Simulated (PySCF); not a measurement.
# Optical rotation: SMILES C#C[C@@H]1/C(=C/F)[C@H]1F, C$_{6}$H$_{4}$F$_{2}$

Geometry:
```csv
atom,x (Å),y (Å),z (Å)
C1,-2.688,0.593,-0.285
C2,-1.659,0.116,0.099
C3,-0.425,-0.459,0.540
C4,0.865,0.124,0.111
C5,1.720,1.106,0.218
F6,2.881,1.122,-0.456
C7,0.473,-1.166,-0.462
F8,1.112,-2.297,-0.055
H9,-3.597,1.005,-0.607
H10,-0.459,-0.881,1.540
H11,1.594,1.985,0.835
H12,0.182,-1.247,-1.504
```

Method: TDDFT CAM-B3LYP/def2-SVPD circular dichroism and optical rotation, one conformer, gas phase (PySCF 2.14.0). Geometry: GFN2-xTB.

Singlets 13 and 14 lie within 0.01 eV of each other, so their separate moments and overlaps can depend on how they mix.

Stereocentres: C3 R, C7 S.

**Question.** What is the specific rotation at 633, 589.3, 546, 436, 405, 365, 355 nm?

**Answer.** [α] in deg dm⁻¹ (g/mL)⁻¹:
| λ (nm) | origin-invariant length gauge | modified velocity gauge | length gauge (centre of mass) | isotropic polarisability (au) |
| --- | --- | --- | --- | --- |
| 633 | +102.8 | +102.4 | +99.2 | 71.8 |
| 589.3 | +121.2 | +120.7 | +117.0 | 72.1 |
| 546 | +145.0 | +144.4 | +140.0 | 72.5 |
| 436 | +254.2 | +253.2 | +246.0 | 74.2 |
| 405 | +310.1 | +308.9 | +300.3 | 75.0 |
| 365 | +417.6 | +416.3 | +405.0 | 76.4 |
| 355 | +454.1 | +452.8 | +440.6 | 76.9 |

**Question.** And for the mirror image at 589.3 nm?

**Answer.** -121.2 deg dm⁻¹ (g/mL)⁻¹ (origin-invariant length gauge): the same size and the opposite sign.

**Question.** What is the molar rotation [Φ] = [α]·M/100 of the geometry above at 589.3 nm?

**Answer.** With M = 114.09 g/mol, +138.2 deg cm² dmol⁻¹ (origin-invariant length gauge).

The first excitation lies at 6.20 eV (200 nm) with R = -1.1 × 10⁻⁴⁰ esu² cm² (velocity form).
